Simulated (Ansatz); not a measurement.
```tsv
atom	x (Å)	y (Å)	z (Å)
C	0.0000	0.0000	0.0000
C	0.0000	0.8556	1.2684
C	0.0000	0.0000	2.5368
H	0.0000	0.6484	-0.8762
H	0.8898	-0.6294	-0.0144
H	-0.8898	-0.6294	-0.0144
H	-0.8818	1.4963	1.2684
H	0.8818	1.4963	1.2684
H	0.0000	0.6484	3.4131
H	-0.8898	-0.6294	2.5512
H	0.8898	-0.6294	2.5512
```

Basis set: cc-pVDZ (spherical functions). Correlated methods keep 3 orbitals frozen. Charge 0, multiplicity 1.

Computed with Ansatz (development build ahead of 0.2.0); each method stands on the lowest determinant of its kind that the runs found. Restricted open shells among the atoms or ions are ROHF, correlated in semicanonical orbitals with singles.

Task: Give the atomization energy at this shape (free ground-state atoms in the same class of orbitals less the molecule, no zero-point energy) of singlet C3H8 by RHF-MP2, RHF.

Result:

```csv
method,atomization energy
RHF-MP2,946.53 kcal/mol
RHF,771.85 kcal/mol
```
